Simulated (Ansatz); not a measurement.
`F[Si](F)(Cl)[GeH3]` + `CCO` → `CC[O][GeH3]` + `F[SiH](F)Cl` at 700 K and 1 bar (cleavage of the Ge–Si bond).

Calculated with Ansatz (gas phase, PBE0-D4/def2-TZVP geometries, no zero-point term in ΔE). CCSD(T)/CBS adds triple-zeta CCSD(T) − MP2 to the extrapolated MP2 energy (def2 sets, frozen cores). For Ge outer-core shells are correlated without core-valence functions, which leaves a few kJ/mol of doubt a bond. Scalar relativity is left out up to krypton. One conformer a species, not always the lowest.

```
             species  CCSD(T)/CBS energy (Eh)  H − E (kJ/mol)  S (J/(mol·K))
`F[Si](F)(Cl)[GeH3]`              -3026.54774           160.4          488.7
               `CCO`               -154.88256           262.0          346.5
       `CC[O][GeH3]`              -2232.20346           322.9          458.0
       `F[SiH](F)Cl`               -949.23245            91.4          368.2
```

H − E and S are ideal-gas, rigid-rotor, harmonic terms from PBE0-D4/def2-TZVP, for one conformer and one mirror image of each species. 1 Eh = 2625.50 kJ/mol, R = 8.31446 J/(mol·K).

Task: By hand: ΔE, ΔH, ΔS and ΔG.

Result: ΔE = (-2232.20346) + (-949.23245) − (-3026.54774) − (-154.88256) = -0.00561 Eh = -14.7 kJ/mol. Δ(H − E) = 322.9 + 91.4 − 160.4 − 262.0 = -8.1, so ΔH = -22.8 kJ/mol. ΔS = 458.0 + 368.2 − 488.7 − 346.5 = -9.0 J/(mol·K). ΔG = -22.8 − 700 × (-9.0)/1000 = -16.5 kJ/mol.

Task: By hand: the equilibrium constant, and the temperature at which ΔG would vanish if ΔH and ΔS stayed fixed.

Result: log₁₀ K = −ΔG/(RT ln 10) = 1.2. ΔG = 0 at ΔH/ΔS = 2533 K, far beyond where these terms or the molecules hold.

The number of gas molecules stays the same, so ΔS is small and ΔH decides. A doubt of 5 kJ/mol in ΔE shifts log₁₀ K by 0.4 here. Other conformers and mirror images would add mixing entropy, several J/(mol·K) or more a flexible species. Modes under 60 cm⁻¹, often nearly free rotors, make the harmonic entropy too high. These are equilibria of isolated gas molecules and say nothing of rates. Largest T1 diagnostic: 0.012 (customary marks: 0.02 for closed shells, 0.045 for open ones).
